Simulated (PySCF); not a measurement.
# A survey of ¹⁷O NMR shifts

Theory: geometry: GFN2-xTB, NMR shieldings at PBE0/pcSseg-1/GIAO, in PySCF 2.14.0 with density-fitted response routines (equivalent nuclei averaged, a single conformation, no relativistic terms, in vacuum).

Shieldings were converted by a linear fit to measured shifts: ¹⁷O (scatter 10.7 ppm rms, 12.2 ppm with the 3 outliers that the fit left out vs liquid water, solution or neat liquid). A few per cent of atoms miss by over 2 rms, more outside the fitted compound classes.

Task: Give the ¹⁷O shifts of `COC1(C(=O)Cl)CCC1`, `C=C(C)[Si@](O)(C[SiH3])O[SiH3]`, `CCc1cccc(=O)o1`, `O=C1CO[C@@H]1C(F)(F)F`.

Result: 
| compound | environment | δ (ppm) |
| --- | --- | --- |
| [CH3:1][O:2][C:3]1([C:4](=[O:5])[Cl:6])[CH2:7][CH2:8][CH2:9]1 | O5: carbonyl oxygen | 501.4 |
| [CH3:1][O:2][C:3]1([C:4](=[O:5])[Cl:6])[CH2:7][CH2:8][CH2:9]1 | O2: ether oxygen | 24.7 |
| [CH2:1]=[C:2]([CH3:3])[Si@:4]([OH:5])([CH2:6][SiH3:7])[O:8][SiH3:9] | O5: oxygen bonded to Si, H | 14.5 |
| [CH2:1]=[C:2]([CH3:3])[Si@:4]([OH:5])([CH2:6][SiH3:7])[O:8][SiH3:9] | O8: oxygen bonded to 2 Si | 4.5 |
| [CH3:1][CH2:2][c:3]1[cH:4][cH:5][cH:6][c:7](=[O:8])[o:9]1 | O8: carbonyl oxygen | 346.2 |
| [CH3:1][CH2:2][c:3]1[cH:4][cH:5][cH:6][c:7](=[O:8])[o:9]1 | O9: ring oxygen | 247.8 |
| [O:1]=[C:2]1[CH2:3][O:4][C@@H:5]1[C:6]([F:7])([F:8])[F:9] | O1: ketone oxygen | 571.1 |
| [O:1]=[C:2]1[CH2:3][O:4][C@@H:5]1[C:6]([F:7])([F:8])[F:9] | O4: ether oxygen | -28.9 |

Task: Order these by ¹⁷O shift, lowest first.
A. C#Cc1ncc(F)o1
B. CS(=O)(=O)Cc1ccccc1
C. C[Si@@H]1S[SiH2][Si@H]1O[SiH3]

Result: C (-24.3 ppm, oxygen bonded to 2 Si), B (155.8 ppm, S=O oxygen), A (258.7 ppm, aromatic ring oxygen).
